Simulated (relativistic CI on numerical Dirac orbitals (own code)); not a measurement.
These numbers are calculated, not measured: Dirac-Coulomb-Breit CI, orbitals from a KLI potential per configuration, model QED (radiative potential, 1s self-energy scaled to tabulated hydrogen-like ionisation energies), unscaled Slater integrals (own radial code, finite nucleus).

CI space (outside the closed core [Ne]): 3s, 3p, 3d, 4s, 4p, 4d, 4f, 5s, 5p, 5d, 5f, 5g, 6s, 6p, 6d, 7s, 7p. Levels of other configurations are missing.

At this charge energies of transitions that change n are usually good to better than 1 %, and those within a shell (Δn = 0) to a few per cent.

Outline of the computed level scheme of Ce XLVIII. Lowest level of each configuration: 3s 2S_1/2 at 0.00 eV; 3p 2P°_1/2 at 110.98 eV; 3d 2D_3/2 at 369.25 eV; 4s 2S_1/2 at 1805.43 eV; 4p 2P°_1/2 at 1851.34 eV; 4d 2D_3/2 at 1952.61 eV; 4f 2F°_5/2 at 1992.19 eV; 5s 2S_1/2 at 2608.34 eV; 5p 2P°_1/2 at 2631.44 eV.

Some strong electric-dipole decays among the lowest 15 levels: 4f 2F°_7/2 → 3d 2D_5/2 (7.7e+13 s⁻¹); 4f 2F°_5/2 → 3d 2D_3/2 (7.3e+13 s⁻¹); 4d 2D_5/2 → 3p 2P°_3/2 (3.7e+13 s⁻¹); 4d 2D_3/2 → 3p 2P°_1/2 (3.0e+13 s⁻¹); 4p 2P°_1/2 → 3s 2S_1/2 (1.8e+13 s⁻¹); 4p 2P°_3/2 → 3s 2S_1/2 (1.4e+13 s⁻¹); 4s 2S_1/2 → 3p 2P°_3/2 (1.3e+13 s⁻¹); 5p 2P°_1/2 → 3s 2S_1/2 (1.0e+13 s⁻¹).
